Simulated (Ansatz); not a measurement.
# Counterpoise correction, worked out

The pair of HBr (SMILES Br, atoms 1–2) and C2H2 (SMILES C#C, atoms 3–6), both closed shells, in one local arrangement (a lower one may exist), relaxed at PBE0-D4/def2-TZVP:

```xyz
6
angstrom
Br 0.0458 -0.3083 -2.7235
H 0.0224 -0.1473 -1.3004
C -0.5662 0.3506 0.9680
C 0.5321 -0.1233 1.0392
H -1.5430 0.7724 0.9091
H 1.5088 -0.5441 1.1075
```

Ansatz 0.2.0; basis: def2-TZVPPD; cores frozen in the correlated methods. Filled d shells of the heavier atoms are correlated. The def2 sets are not built for correlating such inner shells, so the correlated values are less sure here.

MP2 total energies in eV:

| system | geometry | basis functions | energy |
| --- | --- | --- | --- |
| pair | pair | all | -72122.64748 |
| HBr | as in the pair | all (partner as ghosts) | -70022.85444 |
| C2H2 | as in the pair | all (partner as ghosts) | -2099.67819 |
| HBr | as in the pair | its own | -70022.83299 |
| C2H2 | as in the pair | its own | -2099.66537 |
| HBr | free (PBE0-D4 minimum) | its own | -70022.83853 |
| C2H2 | free (PBE0-D4 minimum) | its own | -2099.66372 |

Question: Work out the interaction energy with and without the counterpoise correction, the superposition error, and the binding energy from the relaxed fragments.

Answer: Without correction: -72122.64748 − (-70022.83299) − (-2099.66537) = -0.14912 eV.
With correction (each fragment in the whole basis): -72122.64748 − (-70022.85444) − (-2099.67819) = -0.11485 eV = -2.65 kcal/mol.
The superposition error is the difference, 0.03427 eV, 23 % of the uncorrected value: each fragment borrows its partner's functions.
Deformation from the free shapes: 0.00554 eV for HBr and -0.00165 eV for C2H2 (a small negative value is possible, since the free shapes are minima of another method).
Binding energy from relaxed fragments: -0.11485 + 0.00554 + (-0.00165) = -0.11096 eV = -2.56 kcal/mol (electronic, without zero-point energy; negative means bound). For comparison, the corrected interaction energy by CCSD(T) at an estimated basis limit (MP2 extrapolated from triple and quadruple zeta, plus CCSD(T) − MP2 in triple zeta) is -0.112 eV.

The T1 diagnostic stays at or below 0.014.

For scale, one of the runs: CCSD(T)/def2-TZVPPD, 182 basis functions, launched by `ansatz run in.yaml --threads 2 --pin off --events-out ev --progress --plain --max-ram 5222MiB`. The run took 50 s on 2 CPU threads of an Intel Xeon Platinum 8259CL (shared host), with 1.8 GiB of host memory at its peak.
